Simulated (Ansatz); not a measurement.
## Ansatz (development build ahead of 0.2.0) run

```yaml
crystal:
  periodic: [false, false, false]
  atoms:
    - { symbol: Be, position_ang: [0.0, 0.0, 1.8547] }
    - { symbol: Be, position_ang: [0.0, 0.0, -1.8547] }
    - { symbol: Na, position_ang: [0.0, 0.0, 6.9166] }
    - { symbol: Na, position_ang: [0.0, 0.0, -6.9166] }
basis:
  gaussian: { orbitals: pcseg-2 }
magnetization:
  spin_polarized: true
  initial_magnetization: 2
hamiltonian:
  xc: pbe0
```

The input is written out in the form of the current development build from the run's settings.

The run gave:

```yaml
Converged: yes
Total_energy: -353.63649 hartree
Spin_squared_of_the_determinant: 2.001
Stability_test: minimum
```

Caution: charge can spread falsely over distant fragments; other spin multiplicities may lie lower.
